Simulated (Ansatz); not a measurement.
Consider the hydrogenolysis of the Sn–N bond: `[SiH3][NH][SnH2][SiH3]` + H₂ → `[SiH3][SnH3]` + `N[SiH3]`.

Gas-phase electronic energies from Ansatz, PBE0-D4/def2-TZVP geometries. CBS: MP2 limit from def2 TZ/QZ plus the TZ coupled-cluster correction, frozen cores. This one scheme is used for every species. Elements past krypton have def2 core potentials. For Sn outer-core shells are correlated without core-valence functions, which leaves a few kJ/mol of doubt a bond. Each species was taken in one conformer, which may not be the lowest.

```tsv
species	CCSD/def2-TZVPP energy (Eh)
`[SiH3][NH][SnH2][SiH3]`	-851.82467
H₂	-1.17233
`[SiH3][SnH3]`	-506.27149
`N[SiH3]`	-346.73355
```

Task: Work out ΔE.

Result: ΔE = (-506.27149) + (-346.73355) − (-851.82467) − (-1.17233) = -0.00804 Eh = -0.22 eV. CCSD(T)/CBS gives -0.09 eV.

Largest T1 diagnostic among the species: 0.013.

The D4 term adds +0.18 eV with B3LYP and +0.10 eV with PBE0; it sums over pairs of atoms, weighted by their polarisabilities, and B3LYP, whose exchange is more repulsive, gets the larger term. In def2-TZVPP, CCSD(T) changes the Hartree–Fock value by +0.26 eV (the triples alone add +0.06 eV) and MP2 by +0.35 eV.

B3LYP here is the variant with VWN-RPA as its local correlation; programs differ in this.
